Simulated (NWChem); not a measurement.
# TiH4S; SMILES [SH][TiH3]

```xyz
6

Ti    -0.0530     0.7742    -0.1113
H     -1.0954     1.1213     1.1759
H      1.5282     1.2429     0.2291
H     -0.5764     1.4967    -1.5398
S     -0.0806    -1.4415    -0.3989
H     -0.9549    -1.3261     0.6459
```
Atoms are numbered in this order, from 1.

Coordinates come from a PBE0/def2-SVP optimisation.

Task: Give the principal values of the shielding tensors (ppm) of Ti1, S5 from PBE0/pcSseg-1, GIAO (NWChem), with their diamagnetic and paramagnetic parts as GIAO splits them.

Result: 
```tsv
atom	σ11	σ22	σ33	isotropic	diamagnetic	paramagnetic
Ti1	-2962.0	-2270.5	-2187.0	-2473.2	1613.8	-4087.0
S5	-1157.0	-142.9	873.5	-142.1	1058.2	-1200.4
```
